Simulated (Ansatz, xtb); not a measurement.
System: AuF, charge 0, multiplicity 1. SMILES: [Au][F]
Coordinates optimised at B3LYP-D3(BJ)/def2-TZVP (Ansatz, an electronic-structure program):
```
F
Au 1 1.9562
```

Harmonic wavenumbers from GFN2-xTB (xtb, at its own minimum), cm⁻¹: 417.

Q: Give the harmonic wavenumbers at B3LYP-D3(BJ)/def2-TZVP (Ansatz, finite differences of forces, unscaled).

A: 525 cm⁻¹. Zero-point energy 0.7 kcal/mol.

Q: From these and the geometry, give the ideal-gas thermochemistry at 298.15 K and 1 atm (rigid rotor, harmonic oscillator).

A: Point group C∞v, rotational symmetry number 1. Rotational constants 7.622, 7.622 GHz. S(trans) 42.01, S(rot) 15.31, S(vib) 0.60, S(elec, spin only) 0.00, S 57.9 cal/(mol K). H(298) - H(0) 2.20 kcal/mol; G - E(el) -14.3 kcal/mol.
